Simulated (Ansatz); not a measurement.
## Worked example: GaH(CH3)F + KF → GaHF2 + CH3K

Gas-phase species: GaH(CH3)F, singlet; KF, singlet; GaHF2 `[F][GaH][F]`, singlet; CH3K `[CH3][K]`, singlet. The partners trade CH3 for F: Ga–CH3 and K–F bonds give way to Ga–F and K–CH3.

Shapes, held fixed at every level: PBE0-D4/def2-TZVP. Programs: Ansatz 0.2.0. Electronic energies: no zero-point or thermal term.

At CCSD(T)/def2-TZVPP; 1 Eh = 2625.50 kJ/mol:

| species | energy (Eh) |
| --- | --- |
| GaH(CH3)F | -2063.687251 |
| KF | -699.121774 |
| GaHF2 | -2123.630403 |
| CH3K | -639.129411 |

Work out ΔE of the reaction at this level.


1. Products less reactants: (-2123.630403) + (-639.129411) − [(-2063.687251) + (-699.121774)] = 0.049211 Eh = +129.2 kJ/mol.

Other levels give +118.9 (CCSD/def2-SVP) to +144.5 kJ/mol (BHLYP-D4/def2-TZVPP). No measured value is set beside it here. Relativity is left out for Ga. Outer-core shells of Ga, K are correlated, in sets that cover them unevenly. Sets without diffuse functions underbind ionic bonds of s-block metals. The median of the other correlated levels is +137.0 kJ/mol.
